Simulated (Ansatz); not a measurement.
Species: C₂H₆FSi, net charge 0, doublet state. It need not be the lowest isomer of its formula. 
Structure (B3LYP-D3(BJ)/def2-TZVP (Ansatz, a first-principles code) minimum search):
```xyz
10

Si    -0.2124     0.3315    -0.1726
C      1.4544     0.0163    -0.9731
C     -1.2405    -1.2331    -0.0559
F      0.0709     0.8332     1.3433
H      2.0017    -0.7410    -0.4026
H      1.3249    -0.3481    -1.9941
H      2.0592     0.9230    -1.0069
H     -1.4437    -1.6316    -1.0519
H     -2.1938    -1.0487     0.4404
H     -0.6963    -1.9918     0.5156
```
Charge 0, spin multiplicity 2.

Wanted: atomisation energy (electronic, to ground-state atoms); the coupled-cluster value holds the core correlation from cc-pwCVTZ, in kcal/mol. Cores are frozen in the correlated levels unless marked. UHF or UKS for open shells. No spin-orbit coupling. No relativistic terms. CBS(X,Y): correlation extrapolated as X^-3; Hartree-Fock from the larger set. [CCSD(T)-MP2]/basis is that difference in the basis named.

Level to compare with: RI-MP2/CBS(cc-pV(T+d)Z,cc-pV(Q+d)Z)+[CCSD(T)-MP2]/cc-pV(T+d)Z plus the core term (Ansatz), 897.4 kcal/mol. It is a level with limits of its own, and the differences hold the functionals' basis error too.

Problem. Rank these functionals by how close they come to RI-MP2/CBS(cc-pV(T+d)Z,cc-pV(Q+d)Z)+[CCSD(T)-MP2]/cc-pV(T+d)Z, closest first: B3LYP/def2-TZVPD (Ansatz); r2SCAN/def2-TZVPD (Ansatz); r2SCANh/def2-TZVPD (Ansatz).

Solution. r2SCAN/def2-TZVPD (meta-GGA, 897.8 kcal/mol, difference 0.4), r2SCANh/def2-TZVPD (hybrid meta-GGA, 893.6 kcal/mol, difference -3.8), B3LYP/def2-TZVPD (global hybrid, 887.1 kcal/mol, difference -10.3)
